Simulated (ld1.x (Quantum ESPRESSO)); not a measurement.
**Yb (Z = 70): TM semilocal pseudisation with revPBE, scalar-relativistic reference atom.**

ld1.x (Quantum ESPRESSO) 7.5 input, shortened:

```
&input
   title='Yb', zed=70., rel=1, dft='REVPBE', iswitch=3,
   config='[Xe] 4f14 5d1 6s1 6p0'
 /
 &inputp
   pseudotype=1, tm=.true., lloc=1,
   nlcc=.true., rcore=0.45
 /
4
6S  1  0   1.00   0.00  2.40  2.40  0.0
5D  3  2   1.00   0.00  2.35  2.35  0.0
4F  4  3  14.00   0.00  0.85  0.85  0.0
6P  2  1   0.00   0.00  4.20  4.20  0.0
 &test
   configts(1)='4f14 5d1 6s1 6p0'
 /
```

All-electron outer shells of the reference configuration (revPBE, scalar-relativistic, ld1.x):

```csv
shell,level (eV),outermost node (bohr),outermost maximum (bohr)
5s,-54.68,0.58,1.07
5p,-27.23,0.62,1.24
6s,-3.94,1.47,3.33
4f,-2.81,–,0.49
6p,-1.25,1.82,4.78
5d,-0.69,0.70,2.17
```

Calculated quality:

| Property | Result |
| --- | --- |
| Largest excitation error | -633 meV (all-electron minus pseudo) for 4f13 5d0 6s2 6p0, out of 7 test configurations |

A Bessel basis up to 400 Ry misses an occupied level by 0.05 Ry, so cutoffs and ghosts were not judged.

Generation and tests took about 2.3 s on one core of a shared server CPU.
